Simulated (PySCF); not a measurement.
C₃H₃F₄, SMILES F[C](F)CC(F)F, multiplicity 2.

Geometry optimised at r2SCAN-D4/def2-SVP. The isomer is the one that the SMILES or the coordinates give; other isomers of the formula were not compared. The values are those of a single conformer.

The numbers are results of PBE/def2-TZVP in PySCF, not measurements.

```json
{
 "total_energy": "-515.13846 hartree",
 "α spin, highest occupied and lowest empty level": "-5.23 and 0.60 eV",
 "β spin, highest occupied and lowest empty level": "-8.29 and -2.99 eV",
 "dipole_moment": "1.27 D",
 "quadrupole, principal values (traceless, Buckingham form, about the centre of nuclear charge)": "-6.98, 1.80, 5.18 D·Å",
 "mean_static_polarisability": "40.4 bohr³ (5.99 Å³)",
 "polarisability_principal_values": "36.7, 39.8, 44.9 bohr³",
 "⟨S²⟩": "0.752 (pure state 0.75)"
}
```
